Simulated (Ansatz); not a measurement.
Isolated molecules relaxed with PBE0-D4/def2-TZVP in Ansatz; ΔE leaves out vibrations. CBS: MP2 limit from def2 TZ/QZ plus the TZ coupled-cluster correction, frozen cores. Functionals use def2-TZVPP. B3LYP here is the variant with VWN-RPA as its local correlation; programs differ in this. HSE06 is defined as in plane-wave codes. For Br, Se, Zn outer-core shells are correlated without core-valence functions, which leaves a few kJ/mol of doubt a bond. Scalar relativity is left out up to krypton. One conformer a species, not always the lowest.

Consider the ligand exchange at a Zn–Br bond: `[CH3][Zn][Br]` + `FC(F)(F)[SeH]` → `[CH3][Zn][Se]C(F)(F)F` + HBr.

`[CH3][Zn][Br]`:

```xyz
6

C    -0.033   -0.027    0.828
Zn    0.044    0.035   -1.099
Br    0.133    0.107   -3.344
H    -0.806   -0.725    1.153
H    -0.264    0.962    1.229
H     0.926   -0.353    1.234
```

`FC(F)(F)[SeH]`:

```xyz
6

F     0.027   -1.080   -1.334
C    -0.249   -0.261   -0.321
F    -0.986   -0.928    0.564
F    -0.996    0.738   -0.785
Se    1.449    0.361    0.434
H     0.756    1.171    1.443
```

`[CH3][Zn][Se]C(F)(F)F`:

Cartesian coordinates in Å:
```
C 2.316 0.648 0.427
Zn 0.800 -0.511 0.117
Se -0.976 -1.961 -0.254
C -2.255 -0.486 -0.406
F -3.031 -0.380 0.671
F -3.055 -0.649 -1.456
F -1.638 0.707 -0.558
H 2.445 0.831 1.496
H 3.231 0.196 0.037
H 2.161 1.605 -0.074
```

HBr:

```xyz
2

Br    0.135   -0.584    0.381
H    -0.135    0.584   -0.381
```

| level | ΔE (kJ/mol) | difference from CCSD(T)/CBS |
| --- | --- | --- |
| LDA (SPW92) | 35.2 | -3.8 |
| PBE-D4 | 36.0 | -3.0 |
| revPBE-D4 | 35.2 | -3.8 |
| BLYP-D4 | 36.4 | -2.6 |
| r2SCAN-D4 | 40.2 | 1.2 |
| PBE0-D4 | 39.6 | 0.6 |
| B3LYP-D4 | 39.6 | 0.6 |
| r2SCANh-D4 | 41.0 | 2.0 |
| HSE06-D4 | 39.8 | 0.8 |
| CAM-B3LYP-D4 | 41.4 | 2.4 |
| ωB97X-V | 41.6 | 2.6 |
| ωB97M-V | 39.4 | 0.4 |
| B2PLYP | 42.6 | 3.6 |
| PBE-QIDH | 42.4 | 3.4 |
| PBE | 39.1 | 0.1 |
| revPBE | 41.4 | 2.4 |
| BLYP | 42.5 | 3.5 |
| r2SCAN | 41.2 | 2.2 |
| PBE0 | 42.5 | 3.5 |
| B3LYP | 44.6 | 5.6 |
| r2SCANh | 42.2 | 3.2 |
| r2SCAN0 | 43.6 | 4.6 |
| HSE06 | 42.6 | 3.6 |
| BHLYP | 48.3 | 9.3 |
| CAM-B3LYP | 44.6 | 5.6 |
| LC-ωPBE | 42.5 | 3.5 |
| HF/def2-SVP | 49.9 | 10.9 |
| MP2/def2-SVP | 35.8 | -3.2 |
| CCSD/def2-SVP | 38.0 | -1.0 |
| CCSD(T)/def2-SVP | 35.8 | -3.2 |
| HF/def2-TZVPP | 57.3 | 18.3 |
| MP2/def2-TZVPP | 38.5 | -0.5 |
| CCSD/def2-TZVPP | 42.0 | 3.0 |
| CCSD(T)/def2-TZVPP | 39.3 | 0.3 |
| HF/def2-QZVPP | 58.0 | 19.0 |
| MP2/def2-QZVPP | 38.5 | -0.5 |
| SCS-MP2/def2-QZVPP | 41.3 | 2.3 |
| HF/CBS(def2) | 58.1 | 19.1 |
| MP2/CBS(def2) | 38.2 | -0.8 |
| CCSD/CBS(def2) | 41.8 | 2.8 |
| CCSD(T)/CBS | 39.0 | 0 |

Largest T1 diagnostic among the species: 0.013.

The D4 term adds −5.0 kJ/mol with B3LYP and −2.9 kJ/mol with PBE0; it sums over pairs of atoms, weighted by their polarisabilities, and B3LYP, whose exchange is more repulsive, gets the larger term. At CCSD(T), def2-SVP lies −3.2 kJ/mol from the extrapolated value and def2-TZVPP +0.3 kJ/mol. In def2-TZVPP, CCSD(T) changes the Hartree–Fock value by −18.1 kJ/mol (the triples alone add −2.8 kJ/mol) and MP2 by −18.9 kJ/mol.
